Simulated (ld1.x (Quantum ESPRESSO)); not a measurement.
**Which change was made? (Pt, ultrasoft)**

Pt (Z = 78), ultrasoft, made with ld1.x (Quantum ESPRESSO) 7.5 (PW91, scalar-relativistic). Core [Xe] 4f14, reference 5d9 6s0.5 6p0 (charge +0.5). Waves: 6s (bound): rcut 1.85, rcutus 2.55 bohr; 6s channel at 0.5 Ry: rcut 1.85, rcutus 2.55 bohr; 6p (bound, empty): rcut 2.55, rcutus 2.90 bohr; 6p channel at 0.4 Ry: rcut 2.55, rcutus 2.90 bohr; 5d (bound): rcut 1.40, rcutus 1.55 bohr; 5d channel at 0.1 Ry: rcut 1.40, rcutus 1.55 bohr. Local part: all-electron potential smoothed inside 1.65 bohr (lloc = -2). Core correction: a·sin(br)/r model core inside 1.25 bohr. Augmentation charge: PSQ, inside the norm-conserving radii.

Cutoffs, loose and tight: the cutoffs (Ry, on a coarse ladder) from which the occupation-weighted sum of valence levels, in a spherical-Bessel basis at the reference potential, stays within 10 and 1 mRy of its value at 400 Ry. They do not see the model core or the augmentation charge, which bear on the density cutoff. Test errors are all-electron minus pseudo excitation energies from the reference, over the configurations 5d9 6s1 6p0; 5d9 6s0 6p0; 5d8 6s0 6p0; 5d7 6s0 6p0; 5d8 6s1 6p0; 5d6 6s0 6p0; 5d9.5 6s0.5 6p0; variants that change the core or the reference have their own tests.

The base gives: outcome: generated; cutoff, loose: 45 Ry; cutoff, tight: 80 Ry; bound ghosts: none; largest test error (meV): -731.

(1) After one change the result is: outcome: generated; cutoff, loose: 35 Ry; cutoff, tight: 50 Ry; bound ghosts: none; largest test error (meV): -732. Which change was it?
A. all radii but the core radius scaled by about 0.84 (s 2.16, p 2.44, d 1.30 bohr, rcut 1.56/2.16/1.18); local potential all-electron potential smoothed inside 1.40 bohr (lloc = -2)
B. all radii but the core radius scaled by about 0.75 (s 1.92, p 2.18, d 1.16 bohr, rcut 1.40/1.92/1.06); local potential all-electron potential smoothed inside 1.24 bohr (lloc = -2)
C. all radii but the core radius scaled by about 1.19 (s 3.04, p 3.46, d 1.84 bohr, rcut 2.20/3.04/1.66); local potential all-electron potential smoothed inside 1.96 bohr (lloc = -2)

Answers

(1) C. The others give: all radii but the core radius scaled by about 0.75 (s 1.92, p 2.18, d 1.16 bohr, rcut 1.40/1.92/1.06); local potential all-electron potential smoothed inside 1.24 bohr (lloc = -2) → outcome: failed: run_pseudo: Errors in PS-KS equation | all radii but the core radius scaled by about 0.84 (s 2.16, p 2.44, d 1.30 bohr, rcut 1.56/2.16/1.18); local potential all-electron potential smoothed inside 1.40 bohr (lloc = -2) → outcome: generated; cutoff, loose: 60 Ry; cutoff, tight: 110 Ry; bound ghosts: s, p; largest test error (meV): -734.
